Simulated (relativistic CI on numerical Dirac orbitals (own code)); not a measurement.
## Ligand-field terms of d2

Computed with a parametric ligand-field model of a d^n configuration (Racah B and C, spin-orbit zeta, crystal field), exact diagonalisation.

Field parameters in Wybourne normalisation: D3d B²₀ = −7Dσ, B⁴₀ = −14Dq − 21Dτ, B⁴₃ = −14√(10/7) Dq; D4h B²₀ = −7Ds, B⁴₀ = 21(Dq − Dt), B⁴₄ = 21√(5/14) Dq; Oh B⁴₀ = 21Dq, B⁴₄ = √(5/14) B⁴₀; Td as Oh with Dq negative (B⁴₀ = 21Dq, B⁴₄ = √(5/14) B⁴₀). The field is a parameter set, without covalency.

(1) Ground term and bands for B = 420, C = 1770, ζ = 0 cm⁻¹, D4h, 10Dq = 19000, Ds = 3000, Dt = -100 cm⁻¹?

(2) Ground term and bands for B = 320, C = 1240, ζ = 0 cm⁻¹, Oh, 10Dq = 5500 cm⁻¹?

(3) Ground term and bands for B = 870, C = 3720, ζ = 0 cm⁻¹, D3d, 10Dq = 10300, Dσ = 1200, Dτ = -280 cm⁻¹?

(4) Ground term and bands for B = 720, C = 2970, ζ = 0 cm⁻¹, Td, 10Dq = -1800 cm⁻¹?

(5) Ground term and bands for B = 710, C = 3100, ζ = 0 cm⁻¹, D4h, 10Dq = 10800, Ds = -1500, Dt = 360 cm⁻¹?

## Answers

(1) Ground term 3A2 with 0.00 electrons in the two orbitals of the cubic e set. Spin-allowed: 3E 9164 cm⁻¹ (1091 nm), 3E 19504 cm⁻¹ (513 nm), 3B2 25391 cm⁻¹ (394 nm), 3E 29306 cm⁻¹ (341 nm). Lowest spin-forbidden: 1B2 6131 cm⁻¹ (1631 nm), 1B1 6165 cm⁻¹ (1622 nm), 1A1 10818 cm⁻¹ (924 nm).

(2) Ground term 3T1 with 0.05 electrons in the two orbitals of the cubic e set. Spin-allowed: 3T2 4959 cm⁻¹ (2017 nm), 3T1 9218 cm⁻¹ (1085 nm), 3A2 10459 cm⁻¹ (956 nm). Lowest spin-forbidden: 1T2 4592 cm⁻¹ (2178 nm), 1E 4705 cm⁻¹ (2125 nm), 1A1 9498 cm⁻¹ (1053 nm).

(3) Ground term 3A2 with 0.17 electrons in the two orbitals of the cubic e set. Spin-allowed: 3E 1024 cm⁻¹, 3E 9044 cm⁻¹ (1106 nm), 3A1 9757 cm⁻¹ (1025 nm), 3A2 17095 cm⁻¹ (585 nm). Lowest spin-forbidden: 1E 13585 cm⁻¹ (736 nm), 1A1 13752 cm⁻¹ (727 nm), 1E 14132 cm⁻¹ (708 nm).

(4) Ground term 3A2 with 2.00 electrons in the two orbitals of the cubic e set. Spin-allowed: 3T2 1800 cm⁻¹, 3T1 3187 cm⁻¹ (3138 nm), 3T1 13013 cm⁻¹ (768 nm). Lowest spin-forbidden: 1E 10561 cm⁻¹ (947 nm), 1T2 11966 cm⁻¹ (836 nm), 1A1 15884 cm⁻¹ (630 nm). With an A2 ground term the first spin-allowed band lies at |10Dq| itself.

(5) Ground term 3E with 0.04 electrons in the two orbitals of the cubic e set. Spin-allowed: 3A2 4625 cm⁻¹ (2162 nm), 3B2 7438 cm⁻¹ (1344 nm), 3E 10330 cm⁻¹ (968 nm), 3A2 14302 cm⁻¹ (699 nm). Lowest spin-forbidden: 1A1 7134 cm⁻¹ (1402 nm), 1E 10801 cm⁻¹ (926 nm), 1B2 15873 cm⁻¹ (630 nm).
